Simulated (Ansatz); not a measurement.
Consider the cleavage of the Si–Si bond: `[AlH2][NH][SiH2][SiH3]` + H–F → `F[SiH2][NH][AlH2]` + SiH₄.

Program: Ansatz. Geometries: PBE0-D4/def2-TZVP. ΔE: electronic, gas phase. CBS: MP2 limit from def2 TZ/QZ plus the TZ coupled-cluster correction, frozen cores. This one scheme is used for every species. DFT in def2-TZVPP. One conformer a species, not always the lowest.

CCSD(T)/CBS gives -37.6 kcal/mol.

Task: Another level gave -40.7 kcal/mol. Which?
A. PBE-D4/def2-TZVPP
B. SCS-MP2/def2-TZVPP
C. r2SCAN-D4/def2-TZVPP
D. PBE0/def2-TZVPP

Result: B. SCS-MP2/def2-TZVPP -40.7, PBE-D4 -32.3, PBE0 -34.9, r2SCAN-D4 -37.6 kcal/mol.

Largest T1 diagnostic among the species: 0.013.

In def2-TZVPP, CCSD(T) changes the Hartree–Fock value by +7.7 kcal/mol (the triples alone add +1.0 kcal/mol) and MP2 by +6.5 kcal/mol. From PBE to PBE0 (25 % exact exchange), in def2-TZVPP and without D4, ΔE moves by −1.2 kcal/mol. The D4 term adds +2.2 kcal/mol with B3LYP and +1.3 kcal/mol with PBE0; it sums over pairs of atoms, weighted by their polarisabilities, and B3LYP, whose exchange is more repulsive, gets the larger term.

B3LYP here is the variant with VWN-RPA as its local correlation; programs differ in this.
